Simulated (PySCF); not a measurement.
AlBr2 (SMILES [Br][Al+][Br]), charge +1, singlet, geometry from GFN2-xTB (such geometries of metal compounds can be far from the true shape), with bond 3-1 at 2.0 times its length. Base run: DF-HF/def2-TZVP (PySCF).

Input for PySCF:
```python
from pyscf import gto, scf

mol = gto.M(
    atom='''
Al    0.00000000    0.00000000    0.00000000
Br   -0.00000000   -0.00000000   -2.20949008
Br    0.00000000    0.00000000    4.41898016
''',
    basis='def2-tzvp',
    charge=1,
    verbose=4,
)

mf = scf.RHF(mol)
mf = mf.density_fit(auxbasis='def2-universal-jkfit')
mf.kernel()
mf.analyze()
```

Variants of this job, named by their change:

| change | ΔE vs base (mEh) | SCF cycles | outcome |
|---|---|---|---|
| base | 0.000 | 14 | converged |
| solver = newton | 0.000 | - | converged |
| conv_tol_grad = 1e-3 | 0.000 | 14 | converged |
| conv_tol_grad = 1e-7 | 0.000 | 18 | converged |
| diis_space = 2 | 0.000 | 20 | converged |
| init_guess = atom | 0.000 | 14 | converged |
| level_shift = 1.0 (with mf.max_cycle = 100) | 0.000 | 67 | converged |
| init_guess = 1e | - | 50 | not converged |
| init_guess = sap | 0.000 | 10 | converged |
| solver = newton; init_guess = 1e | 52.092 | - | another SCF solution |
| diis_space = 20 | 0.000 | 15 | converged |
| conv_tol = 1e-6 | 0.000 | 12 | converged |
| diis = off; damp = 0.6 (with mf.diis_start_cycle = 200; with mf.max_cycle = 150) | 0.000 | 38 | converged |

A guess, shift, damping, solver or small numerical setting can't move a converged solution much, so rows marked as another SCF solution ended in a different state.
